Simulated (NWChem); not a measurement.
Everything below was run with NWChem. System: trisilane (H$_{8}$Si$_{3}$), charge 0, spin multiplicity 1, at a geometry optimised with B3LYP/def2-SVP. Level: MP2/def2-TZVP, 15 core orbitals frozen.

Part of the output:

```
             Northwest Computational Chemistry Package (NWChem) 7.3.0
             --------------------------------------------------------

                                NWChem Input Module
                                -------------------

 Scaling coordinates for geometry "geometry" by  1.889725989
 (inverse scale =  0.529177249)

 Turning off AUTOSYM since
 SYMMETRY directive was detected!

                             Geometry "geometry" -> ""
                             -------------------------

 Output coordinates in angstroms (scale by  1.889725989 to convert to a.u.)

  No.       Tag          Charge          X              Y              Z
 ---- ---------------- ---------- -------------- -------------- --------------
    1 Si                  14.0000     0.08836400    -1.95134300     0.42301100
    2 Si                  14.0000     0.00000000     0.00000000    -0.89949300
    3 Si                  14.0000    -0.08836400     1.95134300     0.42301100
    4 H                    1.0000     0.13707600    -3.17207400    -0.43518100
    5 H                    1.0000     1.30387300    -1.92661500     1.28992100
    6 H                    1.0000    -1.11785400    -2.03019000     1.29962000
    7 H                    1.0000    -1.20778800    -0.05451400    -1.78006500
    8 H                    1.0000     1.20778800     0.05451400    -1.78006500
    9 H                    1.0000     1.11785400     2.03019000     1.29962000
   10 H                    1.0000    -1.30387300     1.92661500     1.28992100
   11 H                    1.0000    -0.13707600     3.17207400    -0.43518100

 Effective nuclear repulsion energy (a.u.)     191.3856188051

            Nuclear Dipole moment (a.u.)
            ----------------------------
        X                 Y               Z
 ---------------- ---------------- ----------------
     0.0000000000     0.0000000000    -0.0000075589

      Symmetry information
      --------------------

 Group name             C2
 Group number              4
 Group order               2
 No. of unique centers     6

      Symmetry unique atoms

     1    2    4    5    6    7


 Summary of "ao basis" -> "" (spherical)
 ------------------------------------------------------------------------------
       Tag                 Description            Shells   Functions and Types
 ---------------- ------------------------------  ------  ---------------------
 *                         def2-tzvp                  on all atoms

 Summary of "ao basis" -> "ao basis" (spherical)
 ------------------------------------------------------------------------------
       Tag                 Description            Shells   Functions and Types
 ---------------- ------------------------------  ------  ---------------------
 Si                        def2-tzvp                13       37   5s5p2d1f
 H                         def2-tzvp                 4        6   3s1p

                                 NWChem SCF Module
                                 -----------------

  ao basis        = "ao basis"
  functions       =   159
  atoms           =    11
  closed shells   =    25
  open shells     =     0
  charge          =   0.00
  wavefunction    = RHF
  use symmetry    = T
  symmetry adapt  = T

 Summary of "ao basis" -> "ao basis" (spherical)
 ------------------------------------------------------------------------------
       Tag                 Description            Shells   Functions and Types
 ---------------- ------------------------------  ------  ---------------------
 Si                        def2-tzvp                13       37   5s5p2d1f
 H                         def2-tzvp                 4        6   3s1p

      Symmetry analysis of basis
      --------------------------

        a          80
        b          79

 Forming initial guess at       0.0s

      Superposition of Atomic Density Guess
      -------------------------------------

 Sum of atomic energies:        -870.50470510

      Non-variational initial energy
      ------------------------------

 Total energy =    -871.413707
 1-e energy   =   -1586.643970
 2-e energy   =     523.844644
 HOMO         =      -0.304892
 LUMO         =       0.037232
[...]
  ----- ------------  ---------------      ----- ------------  ---------------
    54      0.305507   2 Si pz

 Vector   25  Occ=2.000000D+00  E=-3.848027D-01  Symmetry=b
              MO Center= -6.3D-14, -1.1D-14, -2.0D-01, r^2= 4.3D+00
   Bfn.  Coefficient  Atom+Function         Bfn.  Coefficient  Atom+Function
  ----- ------------  ---------------      ----- ------------  ---------------
    53      0.328663   2 Si py               16     -0.215256   1 Si py
    90     -0.215256   3 Si py

 Vector   26  Occ=0.000000D+00  E= 1.052804D-01  Symmetry=a
              MO Center=  3.7D-14, -2.6D-14,  1.5D-01, r^2= 8.5D+00
   Bfn.  Coefficient  Atom+Function         Bfn.  Coefficient  Atom+Function
  ----- ------------  ---------------      ----- ------------  ---------------
    42      1.656546   2 Si s                 5     -0.964789   1 Si s
    79     -0.964789   3 Si s                20      0.929193   1 Si pz
    94      0.929193   3 Si pz              114      0.690950   4 H  s
   156      0.690950  11 H  s                57      0.683693   2 Si pz
    19     -0.239134   1 Si py               93      0.239134   3 Si py

 Vector   27  Occ=0.000000D+00  E= 1.146548D-01  Symmetry=a
              MO Center= -1.4D-14, -5.4D-15,  3.3D-01, r^2= 1.0D+01
   Bfn.  Coefficient  Atom+Function         Bfn.  Coefficient  Atom+Function
  ----- ------------  ---------------      ----- ------------  ---------------
    42      2.814158   2 Si s                19     -1.367449   1 Si py
    93      1.367449   3 Si py               57      1.016064   2 Si pz
   114     -0.745513   4 H  s               156     -0.745513  11 H  s
     5     -0.536967   1 Si s                79     -0.536967   3 Si s
   132     -0.294152   7 H  s               138     -0.294152   8 H  s

 Vector   28  Occ=0.000000D+00  E= 1.168709D-01  Symmetry=b
              MO Center= -5.1D-13, -2.1D-14, -3.6D-01, r^2= 1.0D+01
   Bfn.  Coefficient  Atom+Function         Bfn.  Coefficient  Atom+Function
  ----- ------------  ---------------      ----- ------------  ---------------
    56      2.148027   2 Si py                5      2.089632   1 Si s
    79     -2.089632   3 Si s                19      1.002142   1 Si py
    93      1.002142   3 Si py               20     -0.390885   1 Si pz
    94      0.390885   3 Si pz              126     -0.389592   6 H  s
   144      0.389592   9 H  s               120     -0.381684   5 H  s

 center of mass
 --------------
 x =   0.00000000 y =   0.00000000 z =  -0.01523201

 moments of inertia (a.u.)
 ------------------
        1054.549184772726          38.855922647363           0.000000000000
          38.855922647363         198.299787465736          -0.000000000000
           0.000000000000          -0.000000000000         923.104241381201

  Mulliken analysis of the total density
  --------------------------------------

    Atom       Charge   Shell Charges
 -----------   ------   -------------------------------------------------------
    1 Si  14    13.87   2.00  0.58  1.39  0.81  0.47  4.12  1.73  0.52  1.54  0.41  0.11  0.16  0.02
    2 Si  14    13.92   2.00  0.58  1.39  0.81  0.50  4.12  1.73  0.52  1.59  0.42  0.10  0.15  0.02
    3 Si  14    13.87   2.00  0.58  1.39  0.81  0.47  4.12  1.73  0.52  1.54  0.41  0.11  0.16  0.02
    4 H    1     1.04   0.24  0.56  0.24  0.01
    5 H    1     1.04   0.24  0.56  0.24  0.01
    6 H    1     1.04   0.24  0.56  0.24  0.01
    7 H    1     1.04   0.24  0.56  0.24  0.01
    8 H    1     1.04   0.24  0.56  0.24  0.01
    9 H    1     1.04   0.24  0.56  0.24  0.01
   10 H    1     1.04   0.24  0.56  0.24  0.01
   11 H    1     1.04   0.24  0.56  0.24  0.01

       Multipole analysis of the density wrt the origin
       ------------------------------------------------

     L   x y z        total         open         nuclear
     -   - - -        -----         ----         -------
     0   0 0 0     -0.000000      0.000000     50.000000

     1   1 0 0      0.000000      0.000000      0.000000
     1   0 1 0      0.000000      0.000000      0.000000
     1   0 0 1     -0.032428      0.000000     -0.000008

     2   2 0 0    -34.904639      0.000000     32.400544
     2   1 1 0      0.045519      0.000000    -21.609065
     2   1 0 1      0.000000      0.000000     -0.000000
     2   0 2 0    -35.900832      0.000000    508.568804
     2   0 1 1      0.000000      0.000000      0.000000
     2   0 0 2    -35.536354      0.000000    106.272532

                   NWChem MP2 Semi-direct Energy/Gradient Module
                   ---------------------------------------------

  Basis functions       =    159
  Molecular orbitals    =    159
  Frozen core           =     15
  Frozen virtuals       =      0
  Active alpha occupied =     10
  Active beta occupied  =     10
  Active alpha virtual  =    134
  Active beta virtual   =    134
  Use MO symmetry       = T
  Use skeleton AO sym   = T

  AO/Fock/Back tols     =   1.0D-09  1.0D-09  1.0D-09

 GA uses MA = F    GA memory limited = T

 Available:
  local mem=  1.26D+08
 global mem=  1.44D+08
 local disk=  0.00D+00
  mp2_memr nvloc                   134
  nvloc new                   134
   1 passes of  10:        5242880                     118546                  54059191.
   1 passes of  10: M    126131183           G      144128638           F     120888303.

 Semi-direct pass number   1 of   1  for RHF alpha+beta  at        4.3s
  vrange nnbf                 11856
  mp2_eaftype                   206  avail_ma_in_mb                  1099
 EAF : mp2_eaftype filesize         206   27029595.
  mp2_eaf for mointskh                    206
Node 0 wrote    127.1 Mb in      0.0 s     Agg I/O rate:  6523.7 Mb/s
 Done moints_semi at        9.7s
  mp2_eaftype                   206  avail_ma_in_mb                   893
 EAF : mp2_eaftype filesize         206   27029595.
  mp2_eaf for kh                   206
 Done maket at        9.9s
 Done multipass loop at        9.9s

          -------------------------------------------
          SCF energy                -871.472251292868
          Correlation energy          -0.361125646905
          Singlet pairs               -0.282209145347
          Triplet pairs               -0.078916501558
          Total MP2 energy          -871.833376939773
          -------------------------------------------

          ---------------------------------------------------
                    Spin Component Scaled (SCS) MP2
          Same spin pairs                     -0.052611001039
          Same spin scaling factor             0.333333333333
          Opposite spin pairs                 -0.308514645867
          Opposite spin scaling fact.          1.200000000000
          SCS-MP2 correlation energy          -0.387754575386
          Total SCS-MP2 energy              -871.860005868254
          ---------------------------------------------------

 -----------------------
 Performance information
 -----------------------

 Timer overhead =  1.24D-07 seconds/call

               Nr. of calls         CPU time (s)                 Wall time (s)                GFlops
             ---------------    -------------------     ------------------------------   -------------------
Name         Min   Avg   Max    Min     Avg     Max     Min     Avg     Max   Mx/calls   Min     Max     Sum
mp2: moin     1     1     1    5.4     5.4     5.4      5.4     5.4     5.4     5.4      0.0     0.0     0.0
mp2: make     1     1     1   0.24    0.24    0.24     0.24    0.24    0.24    0.24      0.0     0.0     0.0
mp2: tota     1     1     1    5.7     5.7     5.7      5.7     5.7     5.7     5.7      0.0     0.0     0.0

 The average no. of pstat calls per process was 3.00D+00
 with a timing overhead of 3.72D-07s

 Task  times  cpu:        9.9s     wall:        9.9s

 Total times  cpu:       10.0s     wall:       10.0s
```

Q: Write an NWChem input that would produce this output.

A: One answer among several that fit: 
```
start mol
memory heap 200 mb stack 900 mb global 1100 mb
geometry units angstroms nocenter noautoz
  Si     0.088364    -1.951343     0.423011
  Si     0.000000     0.000000    -0.899493
  Si    -0.088364     1.951343     0.423011
  H      0.137076    -3.172074    -0.435181
  H      1.303873    -1.926615     1.289921
  H     -1.117854    -2.030190     1.299620
  H     -1.207788    -0.054514    -1.780065
  H      1.207788     0.054514    -1.780065
  H      1.117854     2.030190     1.299620
  H     -1.303873     1.926615     1.289921
  H     -0.137076     3.172074    -0.435181
  symmetry group C2
end
basis spherical
  * library def2-tzvp
end
scf
  rhf
  nopen 0
  maxiter 100
  thresh 1e-7
  semidirect memsize 60000000 filesize 0
end
mp2
  freeze core 15
end
task mp2 energy
```
